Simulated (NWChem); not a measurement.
System: C2H2BrF; SMILES C=C(F)Br

Output (shortened):

```
             Northwest Computational Chemistry Package (NWChem) 7.3.0
             --------------------------------------------------------

                             Geometry "geometry" -> ""
                             -------------------------

 Output coordinates in angstroms (scale by  1.889725989 to convert to a.u.)

  No.       Tag          Charge          X              Y              Z
 ---- ---------------- ---------- -------------- -------------- --------------
    1 C                    6.0000    -1.21056500     1.63351400     0.00000000
    2 C                    6.0000    -0.07786500     0.94242700     0.00000000
    3 F                    9.0000     1.11155100     1.51102100     0.00000000
    4 Br                  35.0000     0.03044600    -0.93133800     0.00000000
    5 H                    1.0000    -2.17405600     1.12765700     0.00000000
    6 H                    1.0000    -1.16519800     2.72432200     0.00000000

 Effective nuclear repulsion energy (a.u.)     232.3172913013

                                 NWChem DFT Module
                                 -----------------

 Summary of "ao basis" -> "ao basis" (spherical)
 ------------------------------------------------------------------------------
       Tag                 Description            Shells   Functions and Types
 ---------------- ------------------------------  ------  ---------------------
 C                           6-31g*                  6       14   3s2p1d
 F                           6-31g*                  6       14   3s2p1d
 Br                          6-31g*                 12       32   5s4p3d
 H                           6-31g*                  2        2   2s

 in cosmo_initialize ...

 solvent parameters
 solvname_short: unkn
 solvname_long:  unknown
 dielec:       37.5000

          ---------------
          -cosmo- solvent
          ---------------
 Cosmo: York-Karplus, doi: 10.1021/jp992097l
 dielectric constant -eps-     =  37.50
 screen = (eps-1)/(eps    )    =   0.97333
 surface charge correction     = lagrangian

   van der Waals surface
 --------------------------

[...]

                                   COSMO solvation results
                                   -----------------------

                 gas phase energy =     -2750.576410535060
                 sol phase energy =     -2750.579277764772
 (electrostatic) solvation energy =         0.002867229712 (    1.80 kcal/mol)

                       DFT Final Molecular Orbital Analysis
                       ------------------------------------

 Vector   27  Occ=2.000000D+00  E=-3.512393D-01
              MO Center=  4.1D-02, -1.8D-01, -8.9D-08, r^2= 2.5D+00
   Bfn.  Coefficient  Atom+Function         Bfn.  Coefficient  Atom+Function
  ----- ------------  ---------------      ----- ------------  ---------------
    55      0.638894  4 Br pz                51     -0.287092  4 Br pz
    59      0.262896  4 Br pz                33     -0.257054  3 F  pz
    19      0.211235  2 C  pz                37     -0.197584  3 F  pz
     5      0.150190  1 C  pz                23      0.115119  2 C  pz
     9      0.097615  1 C  pz                47      0.086087  4 Br pz

 Vector   28  Occ=2.000000D+00  E=-3.235604D-01
              MO Center=  1.9D-02, -7.8D-01, -5.1D-08, r^2= 1.8D+00
   Bfn.  Coefficient  Atom+Function         Bfn.  Coefficient  Atom+Function
  ----- ------------  ---------------      ----- ------------  ---------------
    53      0.778302  4 Br px                49     -0.347155  4 Br px
    57      0.327593  4 Br px                32      0.119458  3 F  py
    45      0.104007  4 Br px                36      0.088364  3 F  py
     4     -0.085941  1 C  py                 6      0.077754  1 C  s
    78     -0.057493  6 H  s                 77     -0.054470  6 H  s

 Vector   29  Occ=2.000000D+00  E=-2.700938D-01
              MO Center= -4.7D-01,  7.3D-01, -3.1D-08, r^2= 2.8D+00
   Bfn.  Coefficient  Atom+Function         Bfn.  Coefficient  Atom+Function
  ----- ------------  ---------------      ----- ------------  ---------------
    55      0.446531  4 Br pz                 5     -0.381419  1 C  pz
    19     -0.312135  2 C  pz                 9     -0.304844  1 C  pz
    59      0.214553  4 Br pz                51     -0.196297  4 Br pz
    33      0.193938  3 F  pz                23     -0.176317  2 C  pz
    37      0.156959  3 F  pz                47      0.058709  4 Br pz

 Vector   30  Occ=0.000000D+00  E= 4.691570D-03
              MO Center= -5.2D-02, -4.0D-01,  1.2D-07, r^2= 3.0D+00
   Bfn.  Coefficient  Atom+Function         Bfn.  Coefficient  Atom+Function
  ----- ------------  ---------------      ----- ------------  ---------------
    20      1.085593  2 C  s                 58     -0.833662  4 Br py
    54     -0.486400  4 Br py                22     -0.466188  2 C  py
    56     -0.464453  4 Br s                 18     -0.421442  2 C  py
    52      0.265477  4 Br s                 78      0.243608  6 H  s
    50      0.206812  4 Br py                16      0.181665  2 C  s

 Vector   31  Occ=0.000000D+00  E= 1.086958D-02
              MO Center= -5.9D-01,  1.2D+00, -1.3D-07, r^2= 2.3D+00
   Bfn.  Coefficient  Atom+Function         Bfn.  Coefficient  Atom+Function
  ----- ------------  ---------------      ----- ------------  ---------------
     9      0.612561  1 C  pz                23     -0.598655  2 C  pz
    19     -0.492550  2 C  pz                 5      0.393459  1 C  pz
    37      0.189692  3 F  pz                33      0.182798  3 F  pz
    59      0.174576  4 Br pz                55      0.145433  4 Br pz
    71     -0.091086  4 Br d -1              51     -0.062561  4 Br pz

[...]
```

Level: PBE0/6-31G* (spherical d), COSMO on the gas-phase geometry. The geometry was optimised at PBE0/def2-SVP. COSMO prints the solvation energy as gas minus solution, so a positive value is a stabilisation.

**Question.** Reconstruct the input file.

**Answer.** This is not unique; one that fits is the input that was run:
```
start job
memory heap 200 mb stack 900 mb global 1100 mb
geometry units angstroms noautosym nocenter noautoz
  C     -1.210565     1.633514     0.000000
  C     -0.077865     0.942427     0.000000
  F      1.111551     1.511021     0.000000
  Br     0.030446    -0.931338     0.000000
  H     -2.174056     1.127657     0.000000
  H     -1.165198     2.724322     0.000000
end
basis spherical
  C library 6-31g*
  F library 6-31g*
  Br library 6-31g*
  H library 6-31g*
end
dft
  xc pbe0
  iterations 150
end
cosmo
  dielec 37.5
end
task dft energy
```
